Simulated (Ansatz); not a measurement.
Isolated molecules relaxed with PBE0-D4/def2-TZVP in Ansatz; ΔE leaves out vibrations. CCSD(T)/CBS is the MP2 limit (def2-TZVPP, def2-QZVPP) plus CCSD(T) − MP2 in def2-TZVPP, frozen cores. This one scheme is used for every species. Functionals use def2-TZVPP. HSE06 is defined as in plane-wave codes. def2 core potentials past Kr. For I outer-core shells are correlated without core-valence functions, which leaves a few kJ/mol of doubt a bond. Each species was taken in one conformer, which may not be the lowest.

`F[SiH2]N([SiH3])[SiH3]` + HI → `F[SiH2]I` + `[SiH3]N[SiH3]`  (ligand exchange at the Si–N bond)

`F[SiH2]N([SiH3])[SiH3]`:

Cartesian coordinates in Å:
```
F 1.697 -1.790 1.167
Si 0.160 -1.516 0.820
N -0.033 -0.027 -0.005
Si -0.605 1.377 0.857
Si 0.391 0.137 -1.687
H -0.282 -2.651 -0.018
H -0.572 -1.430 2.106
H -2.063 1.291 1.131
H 0.114 1.526 2.148
H -0.346 2.561 -0.005
H 1.542 1.060 -1.862
H 0.753 -1.212 -2.192
H -0.759 0.673 -2.461
```

HI:

Cartesian coordinates in Å:
```
I -0.015 0.134 -0.794
H 0.015 -0.134 0.794
```

`F[SiH2]I`:

```xyz
5

F     0.840    0.423    1.332
Si    0.052   -0.166    0.079
I    -0.815    1.663   -1.251
H    -1.078   -0.973    0.579
H     1.001   -0.947   -0.740
```

`[SiH3]N[SiH3]`:

Z-matrix (Å, degrees):
```
Si
N 1 1.726
H 1 1.490 2 112.6
H 1 1.484 2 107.4 3 119.9
H 1 1.489 2 110.9 3 -120.0
Si 2 1.726 1 128.9 3 -109.8
H 2 1.011 1 115.5 3 66.2
H 6 1.490 2 112.6 1 109.8
H 6 1.484 2 107.4 1 -10.1
H 6 1.488 2 110.9 1 -130.1
```

CCSD(T)/CBS gives -0.06 eV.

Q: Another level gave -0.09 eV. Which?
A. CAM-B3LYP-D4/def2-TZVPP
B. r2SCANh-D4/def2-TZVPP
C. HSE06/def2-TZVPP
D. revPBE/def2-TZVPP

A: B. r2SCANh-D4 -0.09, CAM-B3LYP-D4 -0.01, revPBE -0.24, HSE06 -0.17 eV.

Largest T1 diagnostic among the species: 0.012.

Leaving LDA and LC-ωPBE aside and taking each functional with its dispersion term where it has one, the values, not all of them listed here, spread over 0.11 eV, from PBE-D4 to CAM-B3LYP-D4. LDA lies +0.13 eV from PBE without D4. In def2-TZVPP, CCSD(T) changes the Hartree–Fock value by +0.14 eV (the triples alone add +0.01 eV) and MP2 by +0.08 eV.
